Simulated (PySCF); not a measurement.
A small calculation by hand: dipole moment from atomic charges

C2H5ClSi, SMILES C(=C/Cl)/[SiH3]. Atoms are numbered in the order given.

```xyz
9

Si    -0.3870     1.6775     0.0000
C      1.1061     0.5349     0.0000
C      1.0080    -0.7947     0.0000
Cl    -0.5239    -1.6100     0.0000
H     -1.2204     1.4504     1.2145
H     -1.2204     1.4504    -1.2145
H      0.0993     3.0875     0.0000
H      2.1242     0.9418     0.0000
H      1.8559    -1.4865     0.0000
```

Geometry: ωB97X-D3(BJ)/def2-SVP. The structure was generated by enumeration; whether it is a known compound was not checked.

Charges (e) from PySCF with PBE/def2-TZVP:

| atom | Mulliken | ESP fit |
|---|---|---|
| Si1 | 0.144 | 0.124 |
| C2 | -0.240 | -0.077 |
| C3 | -0.059 | -0.296 |
| Cl4 | -0.067 | -0.005 |
| H5 | -0.011 | -0.022 |
| H6 | -0.011 | -0.022 |
| H7 | -0.029 | -0.044 |
| H8 | 0.130 | 0.127 |
| H9 | 0.143 | 0.217 |

The dipole moment of the full density is 1.34 D.

Task: What dipole moment does each set of point charges give, and which comes closer to that of the density?

Result: 
μ = Σ q r, and 1 e Å = 4.8032 D.
Mulliken: Σ q r = (0.220, 0.056, 0.000) e Å, |μ| = 1.09 D.
ESP fit: Σ q r = (0.293, 0.007, 0.000) e Å, |μ| = 1.41 D.
ESP fit comes closer in size. Point charges leave out the atoms' own dipoles (lone pairs, polarised bonds); fits to the potential absorb them, partitions of the density don't.
